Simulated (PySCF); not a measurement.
**SbSCl, singlet: molecular constants**

Level of theory: PBE0/[Sb def2-TZVP with ECP28, S def2-TZVP, Cl def2-TZVP], scalar-relativistic core potentials, density fitting, no spin–orbit coupling, PySCF.

The structure is a minimum.

| Quantity | Value |
| --- | --- |
| Point group | Cs |
| Bond lengths | Sb–Cl 2.367 Å, Sb–S 2.196 Å |
| Bond angles | Cl–Sb–S 105.8° |
| Atomisation energy without zero-point energy | 670 kJ/mol |
| Entropy at 298.15 K and 1 bar | 306.3 J/(mol K) |
| Heat capacity Cp at 298.15 K | 53.0 J/(mol K) |
| Zero-point energy | 6.0 kJ/mol |
| Lowest empty level | -3.80 eV |
| Rotational symmetry number | 1 |
| Principal polarisabilities | 42.6, 63.3, 96.9 bohr³ |
| Rotational constants | 0.2096, 0.07533, 0.05541 cm⁻¹ |
| Enthalpy at 298.15 K above 0 K | 13.16 kJ/mol |
| Highest occupied level | -7.46 eV |
| Dipole moment | 2.76 D |
| Principal quadrupole moments (Buckingham, traceless) about the centre of mass | -6.45, 1.45, 5.00 D Å |

Harmonic modes (masses in u: Sb 120.904, S 31.972, Cl 34.969):
```
symmetry  ω (cm⁻¹)  IR (km/mol)
      a'       143          2.8
      a'       348         79.2
      a'       511         33.5
```

Charges (e):
```json
{"atom": "Sb1", "Mulliken": "0.72", "Löwdin": "0.12", "polar tensor": "1.04", "Mayer order to Sb1": "–"}
{"atom": "S2", "Mulliken": "-0.39", "Löwdin": "-0.07", "polar tensor": "-0.45", "Mayer order to Sb1": "2.12"}
{"atom": "Cl3", "Mulliken": "-0.33", "Löwdin": "-0.05", "polar tensor": "-0.59", "Mayer order to Sb1": "0.98"}
```

Mulliken populations on Sb1 (electrons outside its core potential): s 3.85, p 8.14, d 10.23, f 0.05.

Counting electrons, antimony keeps 2 of its valence electrons outside its bonds, so the VSEPR class is AX2E1 and the expected shape is bent; with unlike ligands the computed point group is Cs.

Other isomers or separated fragments may lie lower.

The final relaxation and frequency run took roughly 100 core-seconds on a shared host.
